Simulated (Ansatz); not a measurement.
Harmonic frequencies (cm⁻¹) at PBE0-D4/def2-TZVP from Ansatz: 111, 118, 176, 410, 466, 599, 609, 664, 834, 1932, 1969, 1983.

Question: Which molecule is it?
A. `P[SiH2]Cl`
B. `N=C[SeH]`
C. `[F][SbH][SbH2]`
D. `[F][Al]([F])[S][AlH2]`

Answer: C.
